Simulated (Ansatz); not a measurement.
Calculated with Ansatz (gas phase, PBE0-D4/def2-TZVP geometries, no zero-point term in ΔE). CCSD(T)/CBS adds triple-zeta CCSD(T) − MP2 to the extrapolated MP2 energy (def2 sets, frozen cores). Functionals use def2-TZVPP. Elements past krypton have def2 core potentials. For Sb outer-core shells are correlated without core-valence functions, which leaves a few kJ/mol of doubt a bond.

Reaction (cleavage of the Sb–Si bond): `C[SiH](Cl)[SbH2]` + `O[SiH3]` → `[SiH3][O][SbH2]` + `C[SiH2]Cl`

CCSD(T)/CBS gives +7.0 kcal/mol.

(1) Another level gave +5.0 kcal/mol. Which?
A. ωB97M-V/def2-TZVPP
B. r2SCAN0/def2-TZVPP
C. SCS-MP2/def2-TZVPP
D. LDA (SPW92)/def2-TZVPP

Largest T1 diagnostic among the species: 0.014.

## Answers

(1) C. SCS-MP2/def2-TZVPP 5.0, r2SCAN0 8.2, ωB97M-V 6.4, LDA (SPW92) 11.1 kcal/mol.

In def2-TZVPP, CCSD(T) changes the Hartree–Fock value by +4.7 kcal/mol (the triples alone add +0.5 kcal/mol) and MP2 by +6.0 kcal/mol. From r2SCAN to r2SCAN0 (25 % exact exchange), in def2-TZVPP and without D4, ΔE moves by +1.1 kcal/mol.
